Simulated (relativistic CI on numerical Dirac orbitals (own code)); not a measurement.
# Os4+: L2,3 absorption edge

Computed with this model: Dirac-Coulomb-Breit CI, separate exchange-only KLI orbitals for each configuration, model QED (radiative potential, 1s self-energy scaled to tabulated hydrogen-like ionisation energies), valence Slater integrals scaled by 0.9, multiplet model of core-to-valence dipole absorption; configurations [Xe] 4f14 5d4 → [He] 2s2 2p5 3s2 3p6 3d10 4s2 4p6 4d10 4f14 5s2 5p6 5d5; 10 K; Lorentzian 5 eV and Gaussian 1 eV FWHM. Energies are those of the free ion, without screening or charge transfer. The branching ratio is the share of the lower-energy edge in the whole absorption, uncertain by about 0.02 where the edges overlap. S is read from ⟨S²⟩ = S(S + 1).

Field parameters in Wybourne normalisation: D3d B²₀ = −7Dσ, B⁴₀ = −14Dq − 21Dτ, B⁴₃ = −14√(10/7) Dq. The field is a parameter set, without covalency.

free ion: ground-state S = 1.76, centroid 10987.61 eV, branching ratio 0.925. Peaks (eV, height): 10874.5 (100), 12391.0 (8).

D3d, 10Dq = 36500, Dσ = -1200, Dτ = 270 cm⁻¹: ground-state S = 1.03, centroid 11091.02 eV, branching ratio 0.857. Peaks (eV, height): 10875.5 (100), 12390.5 (19).

The statistical ratio of this edge is 2/3 = 0.667. Values above it arise where the holes sit mainly in the j = l + 1/2 valence subshell or the ground state has high spin; values below it where core-valence Coulomb terms move weight to the upper edge, as in nearly empty shells. At deep edges of heavy elements the radial integrals of the two core levels differ, which raises the baseline.

Strongest unbroadened transitions for free ion:

| Energy (eV) | Relative strength |
| --- | --- |
| 10872.75 | 42.7 |
| 10874.84 | 100.0 |
| 10875.45 | 0.6 |
| 10875.57 | 2.4 |
| 10875.88 | 0.2 |
| 10876.62 | 2.6 |
| 10876.75 | 1.1 |
| 10877.19 | 1.0 |
| 10877.25 | 1.1 |
| 10877.59 | 0.5 |
| 10878.11 | 2.0 |
| 10878.48 | 0.2 |
| 12390.55 | 8.5 |
| 12391.01 | 1.3 |
| 12392.06 | 0.2 |
| 12392.48 | 1.6 |
| 12393.67 | 0.8 |
| 12397.34 | 0.1 |
